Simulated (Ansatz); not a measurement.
Gas-phase electronic energies from Ansatz, PBE0-D4/def2-TZVP geometries. CCSD(T)/CBS adds triple-zeta CCSD(T) − MP2 to the extrapolated MP2 energy (def2 sets, frozen cores). This one scheme is used for every species. Functionals use def2-TZVPP. B3LYP here is the variant with VWN-RPA as its local correlation; programs differ in this. For Ge outer-core shells are correlated without core-valence functions, which leaves a few kJ/mol of doubt a bond. Scalar relativity is left out up to krypton. Each species was taken in one conformer, which may not be the lowest.

Reaction (cleavage of the Ge–Si bond): `O[SiH2][GeH2][F]` + H₂S → `[F][GeH2][SH]` + `O[SiH3]`

```tsv
level	ΔE (kJ/mol)	difference from CCSD(T)/CBS
PBE-D4	-34.4	9.9
r2SCAN-D4	-42.1	2.2
PBE0-D4	-39.2	5.1
ωB97X-V	-43.3	1.0
ωB97M-V	-43.7	0.6
PBE	-36.2	8.1
r2SCAN	-42.7	1.6
PBE0	-40.9	3.4
B3LYP	-43.5	0.8
MP2/def2-TZVPP	-53.8	-9.5
SCS-MP2/def2-TZVPP	-54.1	-9.8
CCSD(T)/def2-TZVPP	-46.7	-2.4
HF/def2-QZVPP	-60.7	-16.4
MP2/def2-QZVPP	-52.7	-8.4
HF/CBS(def2)	-60.8	-16.5
MP2/CBS(def2)	-51.4	-7.1
CCSD(T)/CBS	-44.3	0
```

Largest T1 diagnostic among the species: 0.012.

From PBE to PBE0 (25 % exact exchange), in def2-TZVPP and without D4, ΔE moves by −4.7 kJ/mol. In def2-TZVPP, CCSD(T) changes the Hartree–Fock value by +13.5 kJ/mol (the triples alone add +0.4 kJ/mol) and MP2 by +6.3 kJ/mol.
